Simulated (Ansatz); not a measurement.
The cluster Si₃N₅⁻. The state is a singlet with charge -1. Geometry PBE0-D4/def2-SVPD, basis def2-TZVPD, Ansatz.

Cartesian coordinates in Å:
```
Si 0.873 2.898 0.767
Si 0.122 0.309 0.129
Si -0.336 -2.903 0.005
N -0.550 -4.463 -0.044
N -0.131 -1.287 0.028
N 0.973 1.276 1.195
N -0.321 2.661 -0.915
N -0.631 1.508 -1.167
```

```
run  HOMO (eV)  LUMO (eV)
  A      -0.94      -0.40
  B      -1.07      -0.34
  C      -4.00       2.52
  D      -1.97       0.49
  E      -0.81      -0.23
  F      -2.08       0.51
```

The structure comes from a short search, and lower isomers may exist.

Q: The runs used BLYP, PBE, PBE0, r2SCAN, r2SCAN0, ωB97M-V. Estimate which is which.

A: A PBE (0 % exact exchange); B r2SCAN (0 % exact exchange); C ωB97M-V (range-separated); D PBE0 (25 % exact exchange); E BLYP (0 % exact exchange); F r2SCAN0 (25 % exact exchange). Exact exchange lowers occupied and raises empty levels; among semilocal functionals meta-GGAs tend to open the gap a little, and such runs are hard to tell apart. The gap grows from 0.54 eV (PBE) to 6.53 eV (ωB97M-V). The restricted singlet is unstable towards broken spin symmetry in Hartree–Fock (as tested in another run); at PBE-D4/def2-TZVPD, r2SCAN-D4/def2-TZVPD, ωB97M-V/def2-TZVPD, PBE0-D4/def2-TZVPD and others this wasn't settled.
